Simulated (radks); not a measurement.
Te V, 48 electrons, occupied as [Kr] 4d10 5s2. Calculated with a radial shooting solver on a logarithmic mesh with Libxc functionals: Dirac Kohn-Sham, BLYP, spin-unpolarised, spherical densities, finite nucleus; Fermi nuclear charge, rms radius 4.7423 fm.

Unscreened Slater integrals over Kohn-Sham orbitals (cm^-1). Large and small components are both included.

| integral | value |
|---|---|
| F0(5s1/2,5s1/2) | 105390 |
| F0(5s1/2,4d5/2) | 127460 |
| G2(5s1/2,4d5/2) | 17334 |
| F0(5s1/2,4d3/2) | 127700 |
| G2(5s1/2,4d3/2) | 16801 |
| F0(5s1/2,4p3/2) | 130300 |
| G1(5s1/2,4p3/2) | 9973.3 |
| F0(4d5/2,4d5/2) | 205260 |
| F2(4d5/2,4d5/2) | 103810 |
| F4(4d5/2,4d5/2) | 68776 |
| F0(4d5/2,4d3/2) | 206470 |
| F2(4d5/2,4d3/2) | 104390 |
| G2(4d5/2,4d3/2) | 104290 |
| G4(4d5/2,4d3/2) | 69106 |
| F0(4d5/2,4p3/2) | 219880 |
| F2(4d5/2,4p3/2) | 111610 |
| G1(4d5/2,4p3/2) | 142040 |
| G3(4d5/2,4p3/2) | 87899 |
| F0(4d3/2,4d3/2) | 207700 |
| F2(4d3/2,4d3/2) | 105000 |
| F0(4d3/2,4p3/2) | 221370 |
| F2(4d3/2,4p3/2) | 112580 |
| G1(4d3/2,4p3/2) | 143360 |
| G3(4d3/2,4p3/2) | 88778 |
| F0(4p3/2,4p3/2) | 238120 |
| F2(4p3/2,4p3/2) | 124910 |
